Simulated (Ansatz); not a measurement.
Geometry optimisation, RHF/6-31G* (Ansatz).

Input:

```yaml
crystal:
  periodic: [false, false, false]
  atoms:
    - { symbol: B, position_ang: [0.065752, -0.204831, 0.267946] }
    - { symbol: "N", position_ang: [0.062665, -0.276047, 1.738686] }
    - { symbol: H, position_ang: [-0.736704, -0.635823, 2.214248] }
    - { symbol: H, position_ang: [0.918832, -0.418125, 2.22939] }
    - { symbol: F, position_ang: [1.191666, -0.079641, -0.389475] }
    - { symbol: F, position_ang: [-1.059895, -0.338524, -0.394168] }
    - { symbol: S, position_ang: [-0.394442, 2.850163, 0.557626] }
    - { symbol: H, position_ang: [-1.718499, 2.823881, 0.471275] }
    - { symbol: H, position_ang: [-0.328576, 1.953147, 1.585273] }
basis:
  gaussian: { orbitals: "6-31G*" }
hamiltonian:
  xc: hf
relax:
  f_tol: 0.03
  max_steps: 50
```

Command:

```bash
$ ansatz run input.yaml --threads 1 --pin off --max-ram 2048MiB --backend cpu --events-out ev --progress --plain --runs-dir out
```

**Question.** Where does it end, and by what steps?

**Answer.** The run converged. The force dipped under the threshold on the way, but the program's further checks kept it going. After 48 steps the energy has fallen by 0.389 eV; H9 moved furthest, 1.74 Å.

```csv
step,energy less start (eV),largest force component (eV/Å),accepted
0,0.0000,2.297,yes
2,-0.2544,0.707,yes
4,-0.3028,0.241,yes
6,-0.3135,0.139,yes
8,-0.2934,1.151,no
10,-0.3146,0.539,no
12,-0.3201,0.094,yes
14,-0.3196,0.411,no
16,-0.3242,0.024,yes
18,-0.3257,0.202,yes
20,-0.3269,0.093,no
22,-0.3283,0.077,yes
24,-0.3292,0.019,yes
26,-0.3311,0.189,yes
28,-0.3346,0.314,yes
30,-0.3409,0.131,yes
32,-0.3379,0.873,no
34,-0.3556,0.179,yes
36,-0.3633,0.557,yes
38,-0.3608,0.728,no
40,-0.3809,0.215,yes
42,-0.3835,0.083,yes
44,-0.3870,0.128,yes
46,-0.3875,0.252,no
48,-0.3894,0.029,yes
```

```xyz
9
Properties=species:S:1:pos:R:3
B 0.228 -0.661 0.222
N 0.233 -0.485 1.600
H -0.198 0.298 2.040
H 0.671 -1.129 2.217
F 0.813 -1.699 -0.346
F -0.364 0.214 -0.578
S -1.451 3.047 1.548
H -1.610 2.441 0.380
H -0.321 3.649 1.198
```

Whether the end is a true minimum wasn't checked by a vibrational analysis.

Run time: 110 s on 1 thread of Arm Neoverse V1 (shared host), peak memory 0.15 GiB.
